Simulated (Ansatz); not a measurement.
`[OH][GeH2][GeH3]` + H₂S → `[SH][GeH3]` + `[OH][GeH3]` at 400 K and 1 bar (cleavage of the Ge–Ge bond).

Isolated molecules relaxed with PBE0-D4/def2-TZVP in Ansatz; ΔE leaves out vibrations. CCSD(T)/CBS is the MP2 limit (def2-TZVPP, def2-QZVPP) plus CCSD(T) − MP2 in def2-TZVPP, frozen cores. This one scheme is used for every species. For Ge outer-core shells are correlated without core-valence functions, which leaves a few kJ/mol of doubt a bond. Scalar relativity is left out up to krypton. One conformer a species, not always the lowest.

```
           species  CCSD(T)/CBS energy (Eh)  H − E (kJ/mol)  S (J/(mol·K))
`[OH][GeH2][GeH3]`              -4231.02019           169.9          382.1
               H₂S               -398.97279            53.4          215.9
      `[SH][GeH3]`              -2476.30083           106.6          308.1
      `[OH][GeH3]`              -2153.69723           116.2          291.7
```

H − E and S are ideal-gas, rigid-rotor, harmonic terms from PBE0-D4/def2-TZVP, for one conformer and one mirror image of each species. 1 Eh = 2625.50 kJ/mol, R = 8.31446 J/(mol·K).

By hand: ΔE, ΔH, ΔS and ΔG.

ΔE = (-2476.30083) + (-2153.69723) − (-4231.02019) − (-398.97279) = -0.00508 Eh = -13.3 kJ/mol. Δ(H − E) = 106.6 + 116.2 − 169.9 − 53.4 = -0.5, so ΔH = -13.8 kJ/mol. ΔS = 308.1 + 291.7 − 382.1 − 215.9 = 1.8 J/(mol·K). ΔG = -13.8 − 400 × (1.8)/1000 = -14.5 kJ/mol.

By hand: the equilibrium constant, and the temperature at which ΔG would vanish if ΔH and ΔS stayed fixed.

log₁₀ K = −ΔG/(RT ln 10) = 1.9. ΔH and −TΔS have one sign here, so there is no such temperature. One of them is within its doubt of zero, so this could turn.

The number of gas molecules stays the same, so ΔS is small and ΔH decides. A doubt of 5 kJ/mol in ΔE shifts log₁₀ K by 0.7 here. Other conformers and mirror images would add mixing entropy, several J/(mol·K) or more a flexible species. These are equilibria of isolated gas molecules and say nothing of rates. Largest T1 diagnostic: 0.012 (customary marks: 0.02 for closed shells, 0.045 for open ones).
